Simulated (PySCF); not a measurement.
In(Cl)(OH)2, H2ClInO2, SMILES [In]([OH])([OH])[Cl] (PBE0/def2-SVP optimised geometry):

```
6

In    -0.173    -0.169     0.000
Cl    -1.305     1.871     0.000
O      1.807    -0.169     0.000
H      2.150    -1.071     0.004
O     -1.199    -1.871     0.001
H     -2.150    -1.710    -0.009
```

Method: PBE0/def2-TZVP, def2 effective core potentials past Kr (PySCF).

### Question
What are the frontier orbital energies and the dipole moment?

### Answer
HOMO-2 -9.09 eV, HOMO-1 -8.98 eV, HOMO -8.97 eV, LUMO -2.38 eV, LUMO+1 -0.98 eV; dipole moment 1.67 D.

On the same geometry PBE/def2-TZVP, def2 effective core potentials past Kr (PySCF) gives HOMO-2 -7.53 eV, HOMO-1 -7.51 eV, HOMO -7.27 eV, LUMO -3.28 eV, LUMO+1 -1.69 eV; dipole moment 1.67 D.
